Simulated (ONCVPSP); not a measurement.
**Hardness and transferability of assorted potentials**

Generated with ld1.x 7.5 (TM, RRKJ, ultrasoft, PAW), atompaw 4.2 or ONCVPSP 4.0.1. The cutoff is in Ry: for ld1.x and atompaw files where the sum of valence levels is converged to 10 mRy in a Bessel basis, for ONCV files where the hardest occupied wave has 1 mHa per electron of residual kinetic energy. The error is the largest all-electron minus pseudo excitation energy over each file’s own four to seven test configurations (ionisations up to +4, promotions, holes and added fractions of an electron), all of which were solved. The labels leave out finer settings (local radius, basis sizes, second energies), which also bear on the numbers. Spin-polarised tests are not counted. The rows are a selection from randomly drawn settings: files with unsolved tests, undetermined cutoffs or missed reference levels are left out.

```csv
element,potential,cutoff (Ry),largest error (meV),bound ghosts
C,"ONCV, LDA (Perdew-Wang 92), scalar-relativistic, rc 1.35/1.85 (sp), local smoothed, core correction yes, reference 2s2 2p2, qcut 6/7.5, projectors 2/2",35,+354,none
Ga,"ONCV, PBEsol, scalar-relativistic, rc 0.90/0.80/0.90 (spd), local smoothed, core correction yes, reference 3s2 3p6 3d10 4s1, qcut 17.6/20.9/15.3, projectors 3/2/1",250,-42,none
Mo,"ONCV, LDA (Perdew-Wang 92), fully relativistic, rc 2.70/1.78/1.78 (spd), local d, core correction yes, reference 4s2 4p6 4d5 5s1, qcut 5.5/5.4/8.4, projectors 2/2/0",40,+6.5,none
Gd,"ONCV, revPBE, scalar-relativistic, rc 2.00/3.05/2.00 (spd), local d, core correction yes, reference 5s2 5p6 5d1 6s1 6p1, qcut 5.1/4.5/5.7, projectors 2/2/0",22,-178,none
```

Question: Fill in the row for Cd: ONCV, PBE, fully relativistic, rc 1.55/1.30/1.45 (spd), local smoothed, core correction yes, reference 4s2 4p6 4d10 5s1.5 5p0.5, qcut 6.3/14.3/8.8, projectors 2/2/2.

Answer: cutoff 106 Ry, largest error -4.1 meV, bound ghosts: none.

Question: Fill in the row for Cs: ONCV, BLYP, fully relativistic, rc 2.95/2.85/2.85 (spd), local smoothed, core correction no, reference 5s2 5p6 6s1, qcut 4.2/5.8/3.8, projectors 2/2/2.

Answer: cutoff 15 Ry, largest error +5.7 meV, bound ghosts: none.
